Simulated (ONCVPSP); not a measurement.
aluminium ONCV: all-electron and pseudo phase curves

```json
{"Element": "aluminium (Al)", "Generator": "ONCVPSP 4.0.1", "Type": "optimised norm-conserving Vanderbilt (ONCV)", "Functional": "PBEsol", "Relativity": "scalar-relativistic", "Frozen core": "[He]", "Valence charge": "11", "Reference configuration": "2s2 2p6 3s1 (charge +2)", "Partial waves": "2s+3s: rc 1.10 bohr, ncon 5, nbas 8, qcut 13.7 1/bohr, 2 projectors; 2p: rc 0.95 bohr, ncon 3, nbas 7, qcut 18.3 1/bohr, 2 projectors, debl 2.1 Ha; d scattering state at 0.24 Ha: rc 1.05 bohr, ncon 3, nbas 7, qcut 10.1 1/bohr, 2 projectors, debl 1.9 Ha", "Local potential": "polynomial inside 0.80 bohr (lpopt 4, dvloc0 0 Ha)", "Core correction": "Teter function, fcfact 2.8, rcfact 1.45"}
```

In the p channel the program set the typed energies aside and used -3.313, 0.250 Ha.

The phase is arctan(r·R′/R) of the radial function R(r), unwrapped; energies in Ha, scanned from -6 to 5 Ha. A pole is an energy at which the radial function vanishes at the test radius. The pseudo phase is shifted by a multiple of π to meet the all-electron one at the reference energy, and phase errors are pseudo minus all-electron; the curves can meet again beyond the range given. Levels narrower than the energy grid can be missing from the lists of poles.

Q: For each channel, where are the poles, and over which energies does the pseudopotential scatter like the atom?

A:

| channel | radius (bohr) | reference energy (Ha) | poles, all-electron | poles, pseudo | unbroken range about the reference energy with phases within 0.05 rad | phase error 1 Ha above the reference energy (rad) |
| --- | --- | --- | --- | --- | --- | --- |
| s | 1.12 | -0.87 | -4.00 | -4.00 | the whole range | +0.000 |
| p | 0.96 | -3.31 | -2.05 | -2.05 | the whole range | +0.000 |
| d | 1.07 | 0.24 | none | none | the whole range | -0.000 |

Phases in the s channel:

```json
{"E (Ha)": "-5.96", "all-electron": "0.420", "pseudo": "0.420"}
{"E (Ha)": "-5.40", "all-electron": "-0.501", "pseudo": "-0.501"}
{"E (Ha)": "-4.84", "all-electron": "-1.209", "pseudo": "-1.209"}
{"E (Ha)": "-4.28", "all-electron": "-1.491", "pseudo": "-1.491"}
{"E (Ha)": "-3.72", "all-electron": "-1.634", "pseudo": "-1.634"}
{"E (Ha)": "-3.16", "all-electron": "-1.729", "pseudo": "-1.729"}
{"E (Ha)": "-2.60", "all-electron": "-1.806", "pseudo": "-1.806"}
{"E (Ha)": "-2.04", "all-electron": "-1.880", "pseudo": "-1.880"}
{"E (Ha)": "-1.48", "all-electron": "-1.960", "pseudo": "-1.960"}
{"E (Ha)": "-0.92", "all-electron": "-2.056", "pseudo": "-2.056"}
{"E (Ha)": "-0.36", "all-electron": "-2.181", "pseudo": "-2.181"}
{"E (Ha)": "0.20", "all-electron": "-2.356", "pseudo": "-2.356"}
{"E (Ha)": "0.76", "all-electron": "-2.613", "pseudo": "-2.613"}
{"E (Ha)": "1.32", "all-electron": "-2.975", "pseudo": "-2.975"}
{"E (Ha)": "1.88", "all-electron": "-3.394", "pseudo": "-3.394"}
{"E (Ha)": "2.44", "all-electron": "-3.755", "pseudo": "-3.755"}
{"E (Ha)": "3.00", "all-electron": "-4.009", "pseudo": "-4.010"}
{"E (Ha)": "3.56", "all-electron": "-4.179", "pseudo": "-4.180"}
{"E (Ha)": "4.12", "all-electron": "-4.296", "pseudo": "-4.297"}
{"E (Ha)": "4.68", "all-electron": "-4.380", "pseudo": "-4.381"}
```
